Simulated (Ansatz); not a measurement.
Harmonic frequencies (cm⁻¹) at PBE0-D4/def2-TZVP from Ansatz: 70, 146, 328, 485, 709, 715, 856, 905, 907, 949, 1383, 1776, 2254, 2266, 2855.

Each molecule was computed in one conformer, which needn't be the lowest.

Which molecule is it?
A. `F[SiH]1CO1`
B. `F[B]1[NH][GeH2]1`
C. `B1N[SiH2]1`
D. `O=C[SiH2]F`

D.
